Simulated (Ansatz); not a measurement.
`CN(C)[SiH]O` radical. The species carries charge 0 and has multiplicity 2. Geometry: relaxed with PBE0-D4/def2-TZVP. It is one conformer, not always the lowest.

```xyz
13

C     0.025    1.098   -0.890
N     0.063   -0.098   -0.084
C     0.046   -1.319   -0.850
Si    0.620   -0.079    1.547
O    -0.045    1.207    2.345
H    -0.899    1.134   -1.480
H     0.057    1.985   -0.256
H     0.868    1.149   -1.593
H     0.086   -2.185   -0.187
H     0.892   -1.384   -1.549
H    -0.877   -1.389   -1.440
H     0.167   -1.398    2.105
H    -1.004    1.277    2.334
```

Problem. What is the dipole moment at ωB97M-V/def2-TZVPP? (An estimate is asked.)

Solution. Computed: 2.20 D, with components (-1.39, -0.31, -1.68) D in this frame, pointing from negative to positive charge.

Problem. And with PBE, r2SCAN, B3LYP? (Estimate.)

Solution. Computed: PBE 2.40 D, r2SCAN 2.34 D, B3LYP 2.31 D.

Problem. Give the Mulliken charges with ωB97M-V, PBE, r2SCAN in def2-TZVPP. (An estimate is asked.)

Solution. Computed: 
```
atom  ωB97M-V    PBE  r2SCAN
  C1    -0.24  -0.19   -0.06
  N2    -0.21  -0.12   -0.22
  C3    -0.23  -0.18   -0.05
 Si4     0.29   0.24    0.35
  O5    -0.38  -0.36   -0.42
  H6     0.11   0.08    0.05
  H7     0.11   0.09    0.06
  H8     0.11   0.08    0.05
  H9     0.11   0.09    0.06
 H10     0.11   0.08    0.05
 H11     0.11   0.08    0.04
 H12    -0.06  -0.09   -0.10
 H13     0.17   0.18    0.19
```

B3LYP here is the variant with VWN-RPA as its local correlation; programs differ in this.
